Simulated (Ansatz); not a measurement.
F₂GeH₄N₂, SMILES `[NH2][Ge]([NH2])([F])[F]`, relaxed with RKS PBE0-D4/def2-TZVP in Ansatz from a PBE-D4/def2-SVP geometry. The force threshold is 0.005 eV/Å; the program also tests the step.

Total charge 0; spin multiplicity 1.

Start:

```xyz
9

N    -0.529    0.791   -1.283
Ge    0.446   -0.095   -0.036
N    -0.595   -0.557    1.375
F     1.209   -1.588   -0.553
F     1.811    0.951    0.307
H    -1.266    0.222   -1.711
H     0.041    1.219   -2.020
H    -0.133   -1.188    2.038
H    -0.983    0.245    1.883
```

Task: How much energy does the relaxation release, and in how many steps? (Best estimate.)

Result: Computed: 1.17 kcal/mol, in 8 steps, 1 of them rejected.

Task: Which bonds change most? (An estimate is asked.)

Result: Ansatz gave: Ge2–F4 from 1.755 to 1.728 Å; Ge2–F5 from 1.754 to 1.728 Å; N1–Ge2 from 1.814 to 1.794 Å; Ge2–N3 from 1.814 to 1.794 Å.

Task: Give the relaxed structure. (Best estimate.)

Result: The calculation gave: 
```xyz
9

N    -0.504    0.765   -1.288
Ge    0.450   -0.094   -0.036
N    -0.565   -0.542    1.373
F     1.208   -1.568   -0.527
F     1.797    0.939    0.287
H    -1.277    0.250   -1.683
H     0.035    1.213   -2.014
H    -0.145   -1.189    2.023
H    -0.999    0.226    1.864
```
